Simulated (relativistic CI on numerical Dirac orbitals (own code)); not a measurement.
# Tb⁴⁺ (4f7) in a crystal field

Calculated by Dirac-Coulomb-Breit CI, orbitals from a KLI potential per configuration, a model potential for QED, valence Slater integrals scaled by 0.85, one configuration in a parametric crystal field (own radial code).

Field parameters in Wybourne normalisation. The field is a parameter set, without covalency.

S is read from ⟨S²⟩ = S(S + 1).

Powder χT (cm³ K mol⁻¹) by Van Vleck's formula, with temperature-independent terms:

```
                                                                         Field   2 K   5 K  10 K  20 K  50 K  100 K  200 K  300 K
D3d, B20 = -1420, B40 = -2110, B43 = 730, B60 = 100, B63 = 90, B66 = -900 cm⁻¹  7.75   7.8  7.81  7.82  7.82   7.82   7.82   7.82
            D4h, B20 = 1220, B40 = 510, B44 = -1630, B60 = 460, B64 = 290 cm⁻¹  7.76  7.81  7.81  7.82  7.82   7.82   7.82   7.82
```

**Question.** For D3d, B20 = -1420, B40 = -2110, B43 = 730, B60 = 100, B63 = 90, B66 = -900 cm⁻¹: what effective moment follows at 300 K?

**Answer.** μ_eff = √(8χT) = 7.91 μB. The LS value g√(J(J + 1)) of the free ion's ⁸S°7/2 level is 7.94 μB.
